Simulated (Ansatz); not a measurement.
Born–Oppenheimer molecular dynamics of C3H10OSi (15 atoms, charge 0, multiplicity 1). It starts from a rough guess of a transition structure, not a stationary point.

Computed with Ansatz 0.2.0, UKS PBE0/STO-3G.

```json
{
 "ensemble": "NVE (velocity Verlet)",
 "time step": "0.5 fs",
 "steps asked": "150",
 "starting velocities drawn for": "300 K",
 "seed": "23032"
}
```

First frame:

```xyz
15
Properties=species:S:1:pos:R:3
Si 0.120 0.371 -0.109
H 1.845 -0.212 -0.528
O 0.579 0.329 1.398
C 1.140 -0.896 1.369
H 1.961 -0.820 0.248
C -0.940 -1.053 -0.787
C -0.710 2.022 -0.518
H 0.448 -1.725 1.241
H 1.703 -1.059 2.296
H -1.589 -1.452 -0.009
H -0.341 -1.876 -1.164
H -1.579 -0.717 -1.599
H -1.751 2.046 -0.208
H -0.201 2.852 -0.042
H -0.686 2.188 -1.589
```

Problem. How far do the bonds stretch over the last three quarters of this one trajectory? (Pairs bonded in most of those frames.)

Solution. 
```csv
bond,mean (Å),spread (Å),shortest,longest
Si1–H2,1.559,0.214,1.20,1.88
Si1–O3,1.742,0.133,1.56,1.95
Si1–C6,1.865,0.036,1.80,1.91
Si1–C7,1.900,0.103,1.73,2.05
O3–C4,1.454,0.079,1.29,1.60
C4–H5,1.156,0.109,0.97,1.33
C4–H8,1.125,0.065,1.02,1.23
C4–H9,1.118,0.048,1.04,1.19
C6–H10,1.096,0.015,1.07,1.12
C6–H11,1.096,0.010,1.08,1.11
C6–H12,1.096,0.010,1.08,1.11
C7–H13,1.098,0.025,1.05,1.14
C7–H14,1.100,0.030,1.05,1.15
C7–H15,1.099,0.029,1.05,1.15
```

Mean temperature of the second half: 1362 K. The conserved energy stayed within 1.4 meV per atom of its start (net change -0.96 meV per atom), so the integration is sound. The system heated up, since it started high on the potential surface and ran downhill. A run of 0.075 ps of so small a system gives no equilibrium averages. The orbitals stay closed-shell, which can raise the energy where a bond breaks towards radicals; this wasn't checked here. Limits of this set-up: minimal basis.

The run took 13 min on 1 CPU thread of a shared host.
